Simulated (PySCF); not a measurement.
Pm⁴⁴⁺: fine-structure interval

Pm⁴⁴⁺ [Ne] 3s2 3p5 [3p1/2^2 3p3/2^3, M_J = 3/2] → Pm⁴⁴⁺ [Ne] 3s2 3p5 [3p1/2^1 3p3/2^4, M_J = 1/2], as a difference of total energies. All numbers are calculated (PySCF 2.14, the two-component X2C-1e Hamiltonian, in an even-tempered Gaussian basis (18 s from 10 bohr⁻², ratio 2.4; 14 p from 13 bohr⁻², ratio 2.4; 4 d from 50 bohr⁻², ratio 2.6; 4 f from 75 bohr⁻², ratio 2.6)). Correlated levels: 1s2 frozen; the 54 highest virtual spinors dropped. "Screened" scales the spin-orbit matrix elements by Boettger's factors to mimic the two-electron term; Breit and QED terms are absent.

```json
{"method": "GHF (screened spin-orbit)", "fine-structure interval (cm⁻¹)": "1136600"}
{"method": "GMP2 (screened spin-orbit)", "fine-structure interval (cm⁻¹)": "1137700"}
{"method": "GHF (bare spin-orbit)", "fine-structure interval (cm⁻¹)": "1177800"}
```
